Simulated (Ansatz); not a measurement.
System: sum formula H3SiO3 (charge 0, doublet). It need not be the lowest isomer of its formula. SMILES: [SiH](O)(O)[O]
Geometry from a B3LYP-D3(BJ)/def2-TZVP (Ansatz, a program for electronic structure) optimisation:
```xyz
7

Si    -0.0541     0.0028     0.2710
O     -0.7428     1.4707    -0.0628
O     -0.7063    -1.2699    -0.5091
O      1.5332    -0.1201    -0.0733
H     -0.3573     0.0409     1.7283
H     -1.6641    -1.3307    -0.5468
H      2.1066     0.6051     0.1870
```
Charge 0, spin multiplicity 2.

Wanted: atomisation energy (electronic, to ground-state atoms); the coupled-cluster value holds the core correlation from cc-pwCVTZ, in eV. Correlated levels leave the core frozen unless marked. UHF or UKS for open shells. No spin-orbit coupling. No relativistic terms. CBS marks a two-point X^-3 extrapolation of the correlation energy; Hartree-Fock from the larger set (for Q and 5 zeta extrapolated as (X+1)exp(-9√X)).

Level to compare with: CCSD(T)/CBS(cc-pV(Q+d)Z,cc-pV(5+d)Z) plus the core term (Ansatz), 27.28 eV. It is a level with limits of its own, and the differences hold the functionals' basis error too.

Task: Rank these functionals by how close they come to CCSD(T)/CBS(cc-pV(Q+d)Z,cc-pV(5+d)Z), closest first: B97M-V/def2-TZVPD (Ansatz); PBE/def2-TZVPD (Ansatz); HSE06/def2-TZVPD (Ansatz).

Result: PBE/def2-TZVPD (GGA, 27.32 eV, difference 0.04), B97M-V/def2-TZVPD (meta-GGA with VV10, 27.07 eV, difference -0.21), HSE06/def2-TZVPD (screened hybrid, 26.53 eV, difference -0.75)
